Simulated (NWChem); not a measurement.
Molecule: SiH2S2Cl2; SMILES S[Si](Cl)(S)Cl

```xyz
7

S      1.5057     0.9865     1.1566
Si     0.0000     0.0000    -0.0011
S     -1.5057    -0.9865     1.1566
Cl     1.0685    -1.3004    -1.1994
Cl    -1.0685     1.3004    -1.1994
H      0.6361     1.7157     1.8913
H     -0.6361    -1.7157     1.8913
```
Atoms are numbered in this order, from 1.

Program: NWChem. Coordinates come from a B3LYP/6-31G* (spherical d) optimisation. Ions are spin-unrestricted doublets at the neutral geometry; other ion states weren't tried.

| level | vertical ionisation energy, ΔSCF (eV) | −ε(HOMO) (eV) | ΔSCF minus −ε(HOMO) (eV) |
|---|---|---|---|
| B3LYP/def2-SVP | 9.67 | 7.47 | 2.20 |
| PBE/def2-SVP | 9.33 | 6.50 | 2.83 |
| LDA (Slater exchange, VWN5)/def2-SVP | 9.44 | 6.56 | 2.88 |
| BHandHLYP/def2-SVP | 10.01 | 8.89 | 1.12 |
| Hartree-Fock/def2-SVP | 9.81 | 10.73 | -0.92 |
